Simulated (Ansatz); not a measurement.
Steps of a relaxation of Cl2H4NSi2, SMILES `Cl[SiH]N[SiH2]Cl` radical with UKS PBE0-D4/def2-TZVP.

```sh
$ ansatz run in.yaml --threads 2 --pin off --events-out ev --progress --plain --max-ram 32768MiB --backend cuda --devices 0, --max-vram 18GiB
```

```yaml
crystal:
  periodic: [false, false, false]
  atoms:
    - {symbol: Cl, position_ang: [-2.234800, -1.405840, 0.112260]}
    - {symbol: Si, position_ang: [-0.770090, -0.967260, 1.430590]}
    - {symbol: N, position_ang: [0.331540, 0.106400, 0.628180]}
    - {symbol: Si, position_ang: [0.273770, 0.770850, -0.971900]}
    - {symbol: Cl, position_ang: [1.849700, 2.019870, -1.082470]}
    - {symbol: H, position_ang: [-0.049710, -2.177570, 1.807430]}
    - {symbol: H, position_ang: [1.106540, 0.405140, 1.199700]}
    - {symbol: H, position_ang: [0.446080, -0.285930, -1.962910]}
    - {symbol: H, position_ang: [-0.953030, 1.534340, -1.160880]}
basis:
  gaussian: {orbitals: def2-TZVP}
magnetization: {spin_polarized: true, initial_magnetization: 1}
hamiltonian: {xc: pbe0, dispersion: d4}
relax: {f_tol: 0.005, max_steps: 150}
```

Positions (Å) and forces (eV/Å) along the path, 15 of 38 steps:

```xyz
9
step=1 energy=-42344.1613 eV
Cl   -2.235   -1.406    0.112   -0.512   -0.215   -0.551
Si   -0.770   -0.967    1.431    0.595    1.061    0.211
N     0.332    0.106    0.628   -0.458   -0.279    0.035
Si    0.274    0.771   -0.972   -0.244   -0.535    0.846
Cl    1.850    2.020   -1.082    0.623    0.544   -0.152
H    -0.050   -2.178    1.807    0.211   -0.651    0.180
H     1.107    0.405    1.200    0.150    0.072    0.019
H     0.446   -0.286   -1.963   -0.029   -0.202   -0.377
H    -0.953    1.534   -1.161   -0.337    0.205   -0.212
9
step=2 energy=-42344.2333 eV
Cl   -2.225   -1.426    0.083    0.006    0.009   -0.045
Si   -0.764   -0.954    1.457    0.093    0.317   -0.182
N     0.337    0.103    0.646   -0.164   -0.092    0.023
Si    0.274    0.772   -0.950    0.009   -0.088    0.175
Cl    1.870    2.058   -1.119   -0.040   -0.039    0.031
H    -0.081   -2.214    1.841    0.062   -0.182    0.086
H     1.127    0.393    1.207    0.072    0.050   -0.023
H     0.424   -0.271   -1.982    0.034   -0.054   -0.070
H    -0.961    1.539   -1.185   -0.072    0.080    0.006
9
step=12 energy=-42344.2465 eV
Cl   -2.125   -1.512   -0.028   -0.003    0.002   -0.009
Si   -0.797   -0.904    1.432    0.000    0.004    0.007
N     0.376    0.048    0.613    0.012   -0.006    0.026
Si    0.257    0.777   -0.949   -0.007    0.011    0.005
Cl    1.849    2.070   -1.099   -0.002   -0.007   -0.004
H    -0.159   -2.119    2.028    0.002    0.001    0.002
H     1.206    0.289    1.140   -0.009   -0.005   -0.020
H     0.380   -0.212   -2.040    0.012    0.003   -0.007
H    -0.986    1.563   -1.097   -0.004   -0.004    0.000
9
step=16 energy=-42344.2481 eV rejected
Cl   -2.205   -1.495    0.041    0.042   -0.001    0.029
Si   -0.830   -0.829    1.436    0.015    0.024    0.021
N     0.409   -0.016    0.563    0.398    0.053    0.072
Si    0.282    0.782   -0.963    0.022    0.044   -0.043
Cl    1.747    2.234   -1.015   -0.111   -0.085    0.006
H    -0.241   -2.007    2.146   -0.003    0.012   -0.023
H     1.335    0.030    0.994   -0.452   -0.077   -0.139
H     0.553   -0.120   -2.112   -0.023    0.070    0.078
H    -1.051    1.421   -1.090    0.112   -0.039    0.000
9
step=22 energy=-42344.2619 eV
Cl   -2.250   -1.539    0.119    0.016    0.024    0.039
Si   -0.852   -0.760    1.431    0.147   -0.016   -0.118
N     0.439   -0.089    0.500   -0.079    0.020   -0.002
Si    0.312    0.794   -0.978    0.060    0.011   -0.028
Cl    1.668    2.347   -0.941   -0.083   -0.078    0.012
H    -0.297   -1.884    2.247   -0.001    0.056   -0.002
H     1.374   -0.191    0.878   -0.112   -0.038   -0.008
H     0.666   -0.020   -2.168   -0.023    0.059    0.093
H    -1.061    1.342   -1.089    0.076   -0.037    0.015
9
step=23 energy=-42344.2685 eV
Cl   -2.299   -1.556    0.187    0.054    0.027    0.069
Si   -0.861   -0.717    1.421    0.243   -0.002   -0.172
N     0.453   -0.142    0.449    0.040   -0.051    0.062
Si    0.337    0.799   -0.994    0.054    0.043    0.068
Cl    1.598    2.430   -0.857   -0.100   -0.155   -0.035
H    -0.320   -1.784    2.320   -0.029    0.068   -0.045
H     1.394   -0.353    0.778   -0.326    0.013   -0.057
H     0.758    0.043   -2.203   -0.009    0.097    0.121
H    -1.060    1.281   -1.101    0.074   -0.041   -0.012
9
step=24 energy=-42344.2719 eV
Cl   -2.319   -1.580    0.239    0.043    0.054    0.066
Si   -0.865   -0.694    1.420    0.231   -0.091   -0.184
N     0.451   -0.172    0.421    0.106   -0.017    0.098
Si    0.341    0.810   -0.994    0.165   -0.058   -0.040
Cl    1.583    2.451   -0.831   -0.121   -0.081    0.033
H    -0.330   -1.740    2.348   -0.022    0.097   -0.035
H     1.390   -0.430    0.730   -0.404    0.063   -0.090
H     0.817    0.103   -2.212   -0.078    0.041    0.131
H    -1.067    1.254   -1.120    0.080   -0.007    0.022
9
step=25 energy=-42344.2795 eV
Cl   -2.338   -1.589    0.272    0.058    0.037    0.059
Si   -0.862   -0.685    1.410    0.153   -0.042   -0.125
N     0.453   -0.196    0.396    0.095   -0.031    0.065
Si    0.354    0.809   -1.001    0.064   -0.044   -0.007
Cl    1.549    2.474   -0.787   -0.049   -0.059    0.009
H    -0.330   -1.696    2.375   -0.017    0.063   -0.052
H     1.384   -0.485    0.693   -0.318    0.057   -0.073
H     0.846    0.124   -2.223   -0.034    0.044    0.109
H    -1.055    1.243   -1.135    0.048   -0.027    0.015
9
step=26 energy=-42344.2865 eV
Cl   -2.359   -1.599    0.329    0.029    0.026    0.031
Si   -0.856   -0.662    1.399    0.031   -0.053   -0.042
N     0.448   -0.227    0.359   -0.100    0.051   -0.031
Si    0.366    0.812   -1.012    0.011   -0.046    0.052
Cl    1.514    2.494   -0.719   -0.007   -0.011   -0.021
H    -0.321   -1.638    2.394   -0.004    0.034   -0.021
H     1.362   -0.555    0.639    0.022   -0.030    0.009
H     0.894    0.156   -2.229    0.011    0.031    0.027
H    -1.047    1.218   -1.160    0.006   -0.002   -0.005
9
step=27 energy=-42344.2885 eV
Cl   -2.389   -1.604    0.379    0.056    0.004    0.028
Si   -0.854   -0.655    1.390   -0.043    0.019    0.035
N     0.442   -0.254    0.330   -0.009    0.015   -0.031
Si    0.375    0.815   -1.015    0.026   -0.020    0.013
Cl    1.479    2.518   -0.679   -0.011   -0.009    0.007
H    -0.310   -1.588    2.418   -0.016   -0.008   -0.039
H     1.346   -0.627    0.590    0.003   -0.002   -0.018
H     0.952    0.198   -2.229   -0.006    0.000    0.013
H    -1.042    1.196   -1.185    0.000    0.003   -0.008
9
step=32 energy=-42344.2900 eV
Cl   -2.411   -1.584    0.443   -0.009   -0.006   -0.007
Si   -0.847   -0.637    1.401    0.019    0.017   -0.004
N     0.433   -0.276    0.304   -0.042    0.002    0.009
Si    0.383    0.815   -1.022   -0.007    0.003   -0.012
Cl    1.430    2.541   -0.626    0.005    0.005    0.000
H    -0.297   -1.572    2.421    0.003   -0.008    0.004
H     1.329   -0.682    0.536    0.024   -0.010    0.007
H     1.015    0.221   -2.219    0.002    0.003    0.000
H    -1.034    1.174   -1.237    0.004   -0.005    0.001
9
step=33 energy=-42344.2900 eV
Cl   -2.419   -1.570    0.452   -0.005    0.000   -0.003
Si   -0.844   -0.637    1.406    0.016    0.002   -0.006
N     0.430   -0.278    0.303   -0.023    0.009    0.000
Si    0.383    0.814   -1.023   -0.001    0.000   -0.014
Cl    1.420    2.545   -0.622    0.000    0.004    0.003
H    -0.293   -1.581    2.417    0.002   -0.002    0.002
H     1.329   -0.682    0.532    0.011   -0.010    0.011
H     1.027    0.224   -2.216   -0.004    0.000    0.003
H    -1.034    1.166   -1.249    0.005   -0.003    0.003
9
step=34 energy=-42344.2901 eV
Cl   -2.422   -1.560    0.452    0.002    0.002    0.001
Si   -0.842   -0.637    1.408    0.006   -0.003   -0.002
N     0.431   -0.278    0.303    0.001    0.005   -0.005
Si    0.383    0.813   -1.024   -0.005   -0.001   -0.003
Cl    1.416    2.547   -0.622   -0.001   -0.002   -0.002
H    -0.291   -1.588    2.414   -0.001    0.001   -0.002
H     1.330   -0.679    0.534   -0.003   -0.005    0.009
H     1.030    0.222   -2.215   -0.001    0.003    0.004
H    -1.034    1.161   -1.252    0.003    0.000    0.001
9
step=37 energy=-42344.2901 eV
Cl   -2.427   -1.536    0.451    0.000    0.002    0.001
Si   -0.837   -0.638    1.414   -0.007   -0.007    0.004
N     0.433   -0.275    0.307    0.012    0.002   -0.007
Si    0.382    0.810   -1.024    0.000   -0.003    0.006
Cl    1.406    2.550   -0.627   -0.001   -0.001   -0.001
H    -0.288   -1.607    2.403    0.000    0.002    0.001
H     1.334   -0.672    0.543   -0.005    0.002   -0.001
H     1.033    0.217   -2.211    0.002    0.000   -0.002
H    -1.036    1.151   -1.256   -0.001    0.002    0.000
9
step=38 energy=-42344.2901 eV
Cl   -2.429   -1.533    0.452    0.000    0.000    0.000
Si   -0.836   -0.638    1.414   -0.003    0.001    0.002
N     0.433   -0.276    0.307    0.000    0.002   -0.004
Si    0.382    0.809   -1.024   -0.001    0.000    0.001
Cl    1.403    2.551   -0.627    0.001    0.001    0.001
H    -0.287   -1.609    2.403    0.000   -0.001    0.000
H     1.334   -0.672    0.543    0.003   -0.001    0.000
H     1.036    0.218   -2.211    0.000    0.000   -0.001
H    -1.036    1.150   -1.257    0.000   -0.001    0.000
```

It took 97 s on 2 threads of an AMD EPYC 7R13 on a shared host and a share of an NVIDIA H100 80 GB, with 0.93 GiB of host memory at the peak.
